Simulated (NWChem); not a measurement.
Program: NWChem. System: C3H4N2, charge 0, spin multiplicity 1, displaced from the optimised geometry.

Job file:

```
start mol
memory heap 200 mb stack 900 mb global 1100 mb
geometry units angstroms nocenter noautoz
  C     -0.065923    -1.231143     0.000000
  C     -1.156749    -0.277426     0.000000
  N     -0.707422     1.014804     0.000000
  N      0.657933     0.893558     0.000000
  C      1.104305    -0.425428     0.000000
  H     -0.119224    -2.346814     0.000000
  H     -2.258136    -0.479227     0.000000
  H      1.242109     1.755283     0.000000
  H      2.191875    -0.683792     0.000000
  symmetry group Cs
end
basis spherical
  * library def2-svp
end
dft
  xc slater vwn_5
  semidirect memsize 60000000 filesize 0
  iterations 100
  convergence nodiis damp 40
end
task dft gradient
```

The output up to the point where the run's verdict is printed (cleaned and shortened):

```
             Northwest Computational Chemistry Package (NWChem) 7.3.0
             --------------------------------------------------------

                                NWChem Input Module
                                -------------------

 Scaling coordinates for geometry "geometry" by  1.889725989
 (inverse scale =  0.529177249)

 Turning off AUTOSYM since
 SYMMETRY directive was detected!

                             Geometry "geometry" -> ""
                             -------------------------

 Output coordinates in angstroms (scale by  1.889725989 to convert to a.u.)

  No.       Tag          Charge          X              Y              Z
 ---- ---------------- ---------- -------------- -------------- --------------
    1 C                    6.0000    -0.06592300    -1.23114300     0.00000000
    2 C                    6.0000    -1.15674900    -0.27742600     0.00000000
    3 N                    7.0000    -0.70742200     1.01480400     0.00000000
    4 N                    7.0000     0.65793300     0.89355800     0.00000000
    5 C                    6.0000     1.10430500    -0.42542800     0.00000000
    6 H                    1.0000    -0.11922400    -2.34681400     0.00000000
    7 H                    1.0000    -2.25813600    -0.47922700     0.00000000
    8 H                    1.0000     1.24210900     1.75528300     0.00000000
    9 H                    1.0000     2.19187500    -0.68379200     0.00000000

 Effective nuclear repulsion energy (a.u.)     158.8703168103

            Nuclear Dipole moment (a.u.)
            ----------------------------
        X                 Y               Z
 ---------------- ---------------- ----------------
    -0.0000018897     0.0000037795     0.0000000000

      Symmetry information
      --------------------

 Group name             Cs
 Group number              2
 Group order               2
 No. of unique centers     9

      Symmetry unique atoms

     1    2    3    4    5    6    7    8    9


 Summary of "ao basis" -> "" (spherical)
 ------------------------------------------------------------------------------
[...]
 d= 0,ls=0.5         52   -160.9328054180  1.26D+01  2.87D-01               4.9
 d= 0,ls=0.5         53   -173.4975840159 -1.26D+01  2.87D-01               5.0
 d= 0,ls=0.5         54   -160.9328054157  1.26D+01  2.87D-01               5.1
 d= 0,ls=0.5         55   -173.4975840193 -1.26D+01  2.87D-01               5.1
 d= 0,ls=0.5         56   -160.9328054152  1.26D+01  2.87D-01               5.2
 d= 0,ls=0.5         57   -173.4975840201 -1.26D+01  2.87D-01               5.3
 d= 0,ls=0.5         58   -160.9328054150  1.26D+01  2.87D-01               5.4
 d= 0,ls=0.5         59   -173.4975840203 -1.26D+01  2.87D-01               5.5
 d= 0,ls=0.5         60   -160.9328054150  1.26D+01  2.87D-01               5.5
 d= 0,ls=0.5         61   -173.4975840203 -1.26D+01  2.87D-01               5.6
 d= 0,ls=0.5         62   -160.9328054150  1.26D+01  2.87D-01               5.7
 d= 0,ls=0.5         63   -173.4975840204 -1.26D+01  2.87D-01               5.8
 d= 0,ls=0.5         64   -160.9328054150  1.26D+01  2.87D-01               5.9
 d= 0,ls=0.5         65   -173.4975840204 -1.26D+01  2.87D-01               5.9
 d= 0,ls=0.5         66   -160.9328054150  1.26D+01  2.87D-01               6.0
 d= 0,ls=0.5         67   -173.4975840204 -1.26D+01  2.87D-01               6.1
 d= 0,ls=0.5         68   -160.9328054150  1.26D+01  2.87D-01               6.2
 d= 0,ls=0.5         69   -173.4975840204 -1.26D+01  2.87D-01               6.3
 d= 0,ls=0.5         70   -160.9328054150  1.26D+01  2.87D-01               6.3
 d= 0,ls=0.5         71   -173.4975840204 -1.26D+01  2.87D-01               6.4
 d= 0,ls=0.5         72   -160.9328054150  1.26D+01  2.87D-01               6.5
 d= 0,ls=0.5         73   -173.4975840204 -1.26D+01  2.87D-01               6.6
 d= 0,ls=0.5         74   -160.9328054150  1.26D+01  2.87D-01               6.7
 d= 0,ls=0.5         75   -173.4975840204 -1.26D+01  2.87D-01               6.7
 d= 0,ls=0.5         76   -160.9328054150  1.26D+01  2.87D-01               6.8
 d= 0,ls=0.5         77   -173.4975840204 -1.26D+01  2.87D-01               6.9
 d= 0,ls=0.5         78   -160.9328054150  1.26D+01  2.87D-01               7.0
 d= 0,ls=0.5         79   -173.4975840204 -1.26D+01  2.87D-01               7.1
 d= 0,ls=0.5         80   -160.9328054150  1.26D+01  2.87D-01               7.1
 d= 0,ls=0.5         81   -173.4975840204 -1.26D+01  2.87D-01               7.2
 d= 0,ls=0.5         82   -160.9328054150  1.26D+01  2.87D-01               7.3
 d= 0,ls=0.5         83   -173.4975840204 -1.26D+01  2.87D-01               7.4
 d= 0,ls=0.5         84   -160.9328054150  1.26D+01  2.87D-01               7.5
 d= 0,ls=0.5         85   -173.4975840204 -1.26D+01  2.87D-01               7.5
 d= 0,ls=0.5         86   -160.9328054150  1.26D+01  2.87D-01               7.6
 d= 0,ls=0.5         87   -173.4975840204 -1.26D+01  2.87D-01               7.7
 d= 0,ls=0.5         88   -160.9328054150  1.26D+01  2.87D-01               7.8
 d= 0,ls=0.5         89   -173.4975840204 -1.26D+01  2.87D-01               7.9
 d= 0,ls=0.5         90   -160.9328054150  1.26D+01  2.87D-01               7.9
 d= 0,ls=0.5         91   -173.4975840204 -1.26D+01  2.87D-01               8.0
 d= 0,ls=0.5         92   -160.9328054150  1.26D+01  2.87D-01               8.1
 d= 0,ls=0.5         93   -173.4975840204 -1.26D+01  2.87D-01               8.2
 d= 0,ls=0.5         94   -160.9328054150  1.26D+01  2.87D-01               8.3
 d= 0,ls=0.5         95   -173.4975840204 -1.26D+01  2.87D-01               8.4
 d= 0,ls=0.5         96   -160.9328054150  1.26D+01  2.87D-01               8.4
 d= 0,ls=0.5         97   -173.4975840204 -1.26D+01  2.87D-01               8.5
 d= 0,ls=0.5         98   -160.9328054150  1.26D+01  2.87D-01               8.6
 d= 0,ls=0.5         99   -173.4975840204 -1.26D+01  2.87D-01               8.7
 d= 0,ls=0.5        100   -160.9328054150  1.26D+01  2.87D-01               8.8
```

Convergence was not reached. The next line reads: Calculation failed to converge. NWChem stopped with the message: dft gradient failed.
